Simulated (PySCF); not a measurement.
# Ionisation of m-tolunitrile

Molecule: `Cc1cccc(C#N)c1` (C8H7N). Non-hydrogen atoms are numbered in `[CH3:1][c:2]1[cH:3][cH:4][cH:5][c:6]([C:7]#[N:8])[cH:9]1`. These are map numbers, not IUPAC locants.

These are calculated values, ωB97X-D3(BJ)/ma-def2-SVP in PySCF (grid level 2) at geometries from PBE0-D3(BJ)/def2-SVP. The prefix ma- adds one diffuse s and one diffuse p function on all atoms but H. ωB97X-D3(BJ) is ωB97X-V with D3(BJ) in place of VV10. Thermal corrections: PBE0-D3(BJ)/def2-SVP frequencies, unscaled, ideal gas at 298.15 K and 1 bar, quasi-RRHO entropy.

Frontier levels of the parent: HOMO -9.84 eV, LUMO 0.34 eV.

Oxidation to the radical cation:
| Property | Result |
| --- | --- |
| Vertical ionisation energy (electronic) | 9.60 eV |
| Adiabatic ionisation energy (with zero-point energy) | 9.37 eV |
| Adiabatic, electronic part | 9.44 eV |
| Vertical gap at the product's structure | 9.28 eV |
| Inner reorganisation energy (four-point) | 315 meV |
| Relaxation of product / of parent | 156 / 158 meV |
| ⟨S²⟩ of the product | 0.776 |
| Largest spin populations | C5 0.36, C2 0.29, C3 0.28, C6 0.16 |
| Largest changes of atomic charge | N8 0.15, C2 0.15, C5 0.15, C3 0.12 |
| Distances that move most (Å) | C2–C3 1.401 → 1.450; C5–C6 1.402 → 1.449; C1–C2 1.501 → 1.473; C6–C7 1.433 → 1.418 |
| Potential in acetonitrile | 7.08 V absolute (solvation -28 → -247 kJ/mol) |

Solvents are IEF-PCM continua (electrostatics only, gas-phase structures); absolute potentials refer to an electron at rest in vacuum.

Measured values (NIST Chemistry WebBook, evaluated or the median of agreeing entries): vertical ionisation energy 9.37 eV (computed 9.60, difference 0.23).

Note: ma-def2-SVP is a small basis, whose errors can reach tens of kJ/mol.

Hardware: 1 thread of Intel Xeon @ 2.70GHz, shared with other jobs. Command: `OMP_NUM_THREADS=1 python redox_run.py task.json out`. Structures, frequencies and single points: 56 min.
